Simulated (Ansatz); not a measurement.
The molecule PN, closed-shell singlet (the spin of the measured ground state).

D_e counts from the fitted minimum to each atom's lowest state at the same level, without counterpoise. The singlet is restricted.

Programs: Ansatz (Gaussian basis) for Hartree–Fock, density functionals and correlated methods. Values without a source in brackets are computed.

### Question
One of these levels gives 143.90 kcal/mol for the bond energy D_e. Which?
A) B97M-V/def2-TZVPP
B) BHLYP/def2-TZVPP
C) PBE/def2-TZVPP

### Answer
A, B97M-V/def2-TZVPP. The others give 155.58 (PBE/def2-TZVPP), 124.68 (BHLYP/def2-TZVPP)

Ansatz is an electronic-structure program.
